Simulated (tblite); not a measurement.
Compound: C₇H₁₂FNSi.
Cartesian coordinates in Å at the GFN2-xTB level; atoms count from 1:
```xyz
22
C7H12FNSi angstrom
C      2.7319    0.3395    0.9657
C      1.7419   -0.7557    0.5837
C      0.6307   -0.2617   -0.3438
C     -0.2650    0.7951    0.3188
C     -1.5584    0.9283   -0.4982
C     -2.5079    1.7800    0.1729
N     -3.2627    2.4306    0.7338
C     -2.1315   -0.4814   -0.7229
F     -2.9307   -0.4906   -1.8526
Si    -0.5875   -1.6215   -0.9211
H      3.1604    0.7940    0.0750
H      3.5422   -0.0758    1.5600
H      2.2477    1.1162    1.5514
H      2.2809   -1.5623    0.0819
H      1.2984   -1.1731    1.4902
H      1.1087    0.1964   -1.2175
H      0.2316    1.7642    0.3882
H     -0.5197    0.4741    1.3326
H     -1.3370    1.3620   -1.4810
H     -2.7926   -0.7639    0.1040
H     -0.4252   -2.0166   -2.3167
H     -0.6665   -2.7585   -0.0052
```

Calculated harmonic vibrations of the isolated species, GFN2-xTB (tblite), most abundant isotopes, no scaling. Against measured fundamentals such values can be off by several per cent, at times by over 20. Modes of hydrogen on silicon can be 10 to 20 % off. One conformer, not necessarily the lowest.

Harmonic wavenumbers (cm⁻¹): 41.7, 81.1, 91.7, 123.8, 169.7, 217.9, 231.5, 274.4, 314.5, 352.9, 365.7, 378.6, 461.3, 493.5, 509.9, 532.4, 567.7, 661.0, 703.8, 738.5, 755.6, 814.7, 895.3, 959.6, 971.2, 1007.8, 1030.5, 1053.0, 1067.5, 1081.1, 1122.8, 1136.3, 1143.3, 1165.7, 1229.6, 1247.5, 1252.7, 1267.5, 1295.3, 1306.6, 1330.3, 1350.9, 1415.6, 1492.1, 1494.9, 1504.3, 1509.2, 2288.4, 2314.8, 2405.5, 2915.1, 2916.8, 2927.2, 2964.5, 2968.4, 2981.5, 2989.4, 3032.4, 3039.2, 3048.5.

A = 1557, B = 786.7, C = 553.0 MHz; mass 157.072 u (most abundant isotopes); point group C1, symmetry number 1.

Problem. Zero-point energy?

Solution. ½Σν̃ = 38002 cm⁻¹ = 108.65 kcal/mol.

Problem. Entropy at 298.15 K, 1 bar (ideal gas, RRHO, classical rotation)?

Solution. Translation 41.09, rotation 30.54, vibration 33.97: S = 105.6 cal/(mol K).

Problem. And Cp and H(298.15 K) − H(0)?

Solution. Cp = 44.84 cal/(mol K), of which vibrations give 36.89 (their classical limit is 60 R = 119.2); H(298.15 K) − H(0) = 7.83 kcal/mol without the zero-point energy, 5.46 from vibrations.

Problem. Which modes carry the vibrational entropy at 298.15 K?

Solution. 41.7 cm⁻¹: 5.18; 81.1 cm⁻¹: 3.86; 91.7 cm⁻¹: 3.62; 123.8 cm⁻¹: 3.04; 169.7 cm⁻¹: 2.44; 217.9 cm⁻¹: 1.98 cal/(mol K); the other 54 give 13.85 together.

Problem. Blend soft modes into free rotors: weight 1/[1 + (100 cm⁻¹/ν̃)⁴] for the oscillator and the rest for a rotor with moment μB/(μ + B), μ = h/(8π²ν), B = 10⁻⁴⁴ kg m². What vibrational entropy results?

Solution. 31.50 cal/(mol K) in place of 33.97, which changes −T·S at 298.15 K by +0.74 kcal/mol.

Hindered rotation and anharmonicity are outside this model. Other conformers, if any are populated, would add a mixing term that is left out. The structure is chiral; the term R ln 2 for an equal mix with its mirror image is left out.
